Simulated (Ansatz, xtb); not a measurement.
# Two isomers of C4H2ClF3N2

We compare a, `FC(F)(F)c1[nH]ncc1Cl`, a singlet, with b, `FC(F)(F)c1c[nH]nc1Cl`, a singlet. Both are isolated molecules in the gas phase, relaxed with B3LYP-D3(BJ)/def2-SVP.

Quicker runs give these differences E(b) − E(a): GFN2-xTB −3.2 kcal/mol; HF/STO-3G −2.1 kcal/mol (at GFN2-xTB geometries); r2SCAN-D4/def2-SVP −3.4 kcal/mol (at GFN2-xTB geometries).

Q: Estimate E(b) − E(a) at the level CCSD(T)/def2-SVP + ΔMP2/def2-TZVPP.

A: Calculated at CCSD(T)/def2-SVP + ΔMP2/def2-TZVPP: E(b) − E(a) = −3.7 kcal/mol, so structure b lies lower.

The same difference at several levels:

```csv
level,geometry,E(b) − E(a) (kcal/mol),departure from the last row (kcal/mol),"job, with rough time for the two"
GFN2-xTB,GFN2-xTB,−3.2,+0.5,"optimisation, 0.51 s"
HF/STO-3G,GFN2-xTB,−2.1,+1.6,"single point, 3.3 s"
r2SCAN-D4/def2-SVP,GFN2-xTB,−3.4,+0.3,"single point, 15 s"
B3LYP-D3(BJ)/def2-SVP,B3LYP-D3(BJ)/def2-SVP,−3.3,+0.4,"optimisation, 2.6 min"
HF/def2-SVP,B3LYP-D3(BJ)/def2-SVP,−5.5,−1.8,part of the CCSD(T) run
MP2/def2-SVP,B3LYP-D3(BJ)/def2-SVP,−3.1,+0.7,part of the CCSD(T) run
CCSD(T)/def2-SVP,B3LYP-D3(BJ)/def2-SVP,−3.8,0.0,single point
CCSD(T)/def2-SVP + ΔMP2/def2-TZVPP,B3LYP-D3(BJ)/def2-SVP,−3.7,,"single point, 8.4 min"
```

As drawn, both hold the same kinds of bond in the same numbers.

None of the levels shown reverses the order. The largest departure from CCSD(T)/def2-SVP + ΔMP2/def2-TZVPP is that of HF/def2-SVP, 1.8 kcal/mol. The last row adds to CCSD(T) the change of the MP2 difference between the two basis sets, here 0.0 kcal/mol.

With thermal terms from frequencies at re-optimised GFN2-xTB minima (ideal gas, soft modes damped towards free rotors, one conformer each, 298.15 K, 1 atm): the zero-point term adds 0.0 kcal/mol; ΔH is −3.7 and ΔG −3.6 kcal/mol.

The correlated steps freeze 14 core orbitals. Programs: Ansatz 0.2.0, xtb 6.7.1; the last row on 2 threads of Intel(R) Xeon(R) Processor @ 2.50GHz (Skylake/Cascade Lake) on a shared host.
